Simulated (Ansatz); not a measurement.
`C=C[Si](Cl)(Cl)Cl` + H–F → `F[Si](Cl)(Cl)Cl` + ethylene at 400 K and 1 bar (ligand exchange at the Si–C bond).

Program: Ansatz. Geometries: PBE0-D4/def2-TZVP. ΔE: electronic, gas phase. CBS: MP2 limit from def2 TZ/QZ plus the TZ coupled-cluster correction, frozen cores. This one scheme is used for every species. One conformer a species, not always the lowest.

| species | CCSD(T)/CBS energy (Eh) | H − E (kJ/mol) | S (J/(mol·K)) |
| --- | --- | --- | --- |
| `C=C[Si](Cl)(Cl)Cl` | -1746.47121 | 163.2 | 415.1 |
| H–F | -100.39570 | 36.5 | 182.2 |
| `F[Si](Cl)(Cl)Cl` | -1768.43208 | 50.3 | 358.0 |
| `C=C` | -78.48111 | 149.4 | 232.7 |

H − E and S are ideal-gas, rigid-rotor, harmonic terms from PBE0-D4/def2-TZVP, for one conformer and one mirror image of each species. 1 Eh = 2625.50 kJ/mol, R = 8.31446 J/(mol·K).

Q: By hand: ΔE, ΔH, ΔS and ΔG.

A: ΔE = (-1768.43208) + (-78.48111) − (-1746.47121) − (-100.39570) = -0.04628 Eh = -121.5 kJ/mol. Δ(H − E) = 50.3 + 149.4 − 163.2 − 36.5 = 0.0, so ΔH = -121.5 kJ/mol. ΔS = 358.0 + 232.7 − 415.1 − 182.2 = -6.6 J/(mol·K). ΔG = -121.5 − 400 × (-6.6)/1000 = -118.9 kJ/mol.

Q: By hand: the equilibrium constant, and the temperature at which ΔG would vanish if ΔH and ΔS stayed fixed.

A: log₁₀ K = −ΔG/(RT ln 10) = 15.5. ΔG = 0 at ΔH/ΔS = 18409 K, far beyond where these terms or the molecules hold.

The number of gas molecules stays the same, so ΔS is small and ΔH decides. A doubt of 5 kJ/mol in ΔE shifts log₁₀ K by 0.7 here. Other conformers and mirror images would add mixing entropy, several J/(mol·K) or more a flexible species. These are equilibria of isolated gas molecules and say nothing of rates. Largest T1 diagnostic: 0.011 (customary marks: 0.02 for closed shells, 0.045 for open ones).
